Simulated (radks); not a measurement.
The chromium ion Cr2+ inside a hard spherical wall (all orbitals vanish at R), configuration held at [Ar] 3d4 and not refilled when levels cross. All-electron calculation, non-relativistic Kohn-Sham, PBEsol, spin-polarised, spherical densities, point nucleus; open shells are filled with parallel spins first. Program: a radial shooting solver on a logarithmic mesh with Libxc functionals. Eigenvalues in eV for spin up, with the zero of energy where the potential of the charges vanishes at infinity; a dash marks a level that is unbound or too diffuse for the functional's potential to be trusted. A positive occupied level is held by the wall or, in an anion where self-interaction has pushed it up, behind a barrier. The pressure on the wall is -dE/dV.

R (bohr)  E (hartree)  kinetic (hartree)    e(2p)    e(3s)    e(3p)    e(3d)  e(4s, empty)  e(4p, empty)  pressure (GPa)
free      -1042.27113           1041.324  -579.92  -94.840  -67.406  -24.286       -18.832       -13.624               0
15        -1042.27113           1041.324  -579.92  -94.840  -67.406  -24.286       -18.832       -13.624        < 0.0001
12        -1042.27113           1041.324  -579.92  -94.840  -67.406  -24.286       -18.832       -13.624        < 0.0001
5         -1042.26887           1041.345  -579.77  -94.716  -67.286  -24.163       -18.101       -12.011           0.456
3.5       -1042.21629           1041.678  -577.99  -93.370  -65.978  -22.673       -11.642        -2.916            22.6
3         -1042.10506           1042.293  -575.54  -91.651  -64.274  -20.569        -3.169         7.442            99.3
2.5       -1041.71248           1044.344  -569.52  -87.643  -60.148  -15.371        16.951        30.194             539
2         -1040.05299           1052.130  -552.97  -76.585  -48.282   -1.066        70.007        85.915            3820
